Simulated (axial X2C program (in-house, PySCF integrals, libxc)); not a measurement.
## Potential curves of TcS, two-component

Computed with an axial X2C code built on PySCF integrals. Two-component (2c) means X2C with spin–orbit coupling and atomic mean-field two-electron Coulomb and Gaunt terms. Basis: Tc dyall-cv3z [12s12p8d5f3g], S dyall-av3z [9s8p3d2f] (cores contracted in-house); Gaussian nuclei, density fitting, unrestricted open shells. Masses: Tc 98.907 u, S 31.972 u.

State: Ω = 5/2 (⟨Sz⟩ = 2.49, ⟨Lz⟩ = 0.01 at PBE0). Energies in kJ/mol from the fragments at the same level (Tc + S). Fits are polynomials in 1 − R0/R over 0.85 to 1.23 times the lowest point R0.

```
 R (Å)     PBE0
1.9956  -410.23
2.0593  -426.02
2.1230  -430.01
2.1973  -423.49
2.2716  -408.23
2.3671  -380.08
```

The state is one determinant whose occupation by symmetry is held fixed; it was picked as the lowest of a PBE0 search that is not exhaustive. Dissociation energies refer to the lowest single-determinant-based atoms at the same level and basis. Density functionals use the spin component along the axis (collinear). In 2c an atomic determinant is not the ground J level, so De misses part of the atomic spin–orbit lowering. This holds for PBE0. Without a current term, density functionals place determinants with orbital angular momentum somewhat too high. With several unpaired electrons one determinant need not be a pure state. This is the top spin component of a Σ state; components of lower Ω are not single determinants and can lie lower.

Task: Fit the PBE0 curve near its minimum: give the equilibrium distance, the harmonic wavenumber and the well depth.

Result: At PBE0, 2c: Re = 2.117 Å, ωe ≈ 514 cm⁻¹, De = 4.46 eV to Tc + S; Be follows as 0.156 cm⁻¹.
